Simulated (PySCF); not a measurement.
Re⁵⁴⁺: ionisation energy

Re⁵⁴⁺ [Ar] 3d3 [3d3/2^3, M_J = 3/2] → Re⁵⁵⁺ [Ar] 3d2 [3d3/2^2, M_J = 2], as a difference of total energies. Calculation: PySCF 2.14, in an uncontracted even-tempered set (15 s from 15 bohr⁻², ratio 2.8; 12 p from 20 bohr⁻², ratio 2.8; 8 d from 20 bohr⁻², ratio 2.8; 3 f from 63 bohr⁻², ratio 3); the two-component X2C-1e Hamiltonian. Correlated levels: [Ne] frozen; the 72 highest virtual spinors dropped. "Screened" scales the spin-orbit matrix elements by Boettger's factors to mimic the two-electron term; Breit and QED terms are absent.

```json
{"method": "GHF (spin-free)", "ionisation energy (eV)": "5205.2"}
{"method": "GMP2 (spin-free)", "ionisation energy (eV)": "5204.9"}
{"method": "GHF (screened spin-orbit)", "ionisation energy (eV)": "5239.3"}
{"method": "GMP2 (screened spin-orbit)", "ionisation energy (eV)": "5240.1"}
```

Breit and QED terms and the two-electron picture change are absent.

The spin-free rows relax to the high-spin LS determinant and lack the spin-orbit shift.

The labels give the starting determinants; with spin-orbit coupling the two ends relaxed to ⟨J²⟩ = 3.76, ⟨L²⟩ = 7.63, ⟨S²⟩ = 2.08 and ⟨J²⟩ = 6.01, ⟨L²⟩ = 10.13, ⟨S²⟩ = 1.54.

For comparison: 5236 ± 5 eV (theoretical estimate listed by NIST; NIST Atomic Spectra Database, ionization energies).
